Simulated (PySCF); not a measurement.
A search over the determinants of PbN

Unrestricted PBE0; PySCF, scalar-relativistic core potentials, basis sets Pb def2-SVP with ECP60, N def2-SVP. Outer shells of the fragments: Pb 5d10 6s2 6p2; N 2s2 2p3.

Followed along the bond (rough minima from three points):

```csv
2Ms+1,unpaired,⟨S²⟩ at the start,R at minimum (Å),Te (eV)
2,π ↑,1.02,2.11,0.00
2,σ ↑,1.23,1.99,0.17
4,π ↑↑↑,3.76,none in the scan,≤ 0.87
4,"σ ↑, π ↑↑",3.79,none in the scan,≤ 1.33
6,"σ ↑, π ↑↑↑↑",8.76,none in the scan,≤ 2.68
```

Solutions found at the starting distance of 2.050 Å, counted from the lowest of them; the search is not exhaustive and high or unbound solutions are not listed, so other states can lie among these:

```json
{"2Ms+1": "2", "unpaired": "π ↑", "term": "²Π", "E (eV)": "0.00", "⟨S²⟩": "1.02", "⟨Lz²⟩": "1.00", "μ (D)": "-3.34"}
{"2Ms+1": "2", "unpaired": "σ ↑", "term": "mixed", "E (eV)": "0.18", "⟨S²⟩": "1.23", "⟨Lz²⟩": "0.00", "μ (D)": "-3.49"}
{"2Ms+1": "4", "unpaired": "π ↑↑↑", "term": "⁴Π", "E (eV)": "1.30", "⟨S²⟩": "3.76", "⟨Lz²⟩": "1.00", "μ (D)": "-1.64"}
{"2Ms+1": "4", "unpaired": "σ ↑, π ↑↑", "term": "mixed", "E (eV)": "1.46", "⟨S²⟩": "3.79", "⟨Lz²⟩": "2.01", "μ (D)": "-2.23"}
{"2Ms+1": "4", "unpaired": "σ ↑, π ↑↑", "term": "mixed", "E (eV)": "1.86", "⟨S²⟩": "3.76", "⟨Lz²⟩": "2.00", "μ (D)": "-2.42"}
{"2Ms+1": "2", "unpaired": "π ↑↑↓", "term": "mixed", "E (eV)": "1.90", "⟨S²⟩": "1.75", "⟨Lz²⟩": "3.01", "μ (D)": "-1.63"}
{"2Ms+1": "2", "unpaired": "σ ↓, π ↑↑", "term": "mixed", "E (eV)": "2.09", "⟨S²⟩": "1.76", "⟨Lz²⟩": "2.01", "μ (D)": "-2.41"}
{"2Ms+1": "2", "unpaired": "σ ↑, π ↑↓", "term": "mixed", "E (eV)": "2.19", "⟨S²⟩": "1.76", "⟨Lz²⟩": "2.03", "μ (D)": "-2.74"}
{"2Ms+1": "2", "unpaired": "σ ↓, π ↑↑", "term": "mixed", "E (eV)": "2.52", "⟨S²⟩": "1.76", "⟨Lz²⟩": "2.00", "μ (D)": "-2.64"}
{"2Ms+1": "6", "unpaired": "σ ↑, π ↑↑↑↑", "term": "⁶Σ⁺", "E (eV)": "3.43", "⟨S²⟩": "8.76", "⟨Lz²⟩": "0.00", "μ (D)": "1.04"}
```

A term symbol is given only where ⟨S²⟩ and ⟨Lz²⟩ are close to those of a pure state; real π, δ and φ orbitals otherwise mix terms. A positive dipole means Pb(−)N(+).

These are scalar-relativistic numbers at best; spin–orbit coupling would shift them, the dissociation energy most.
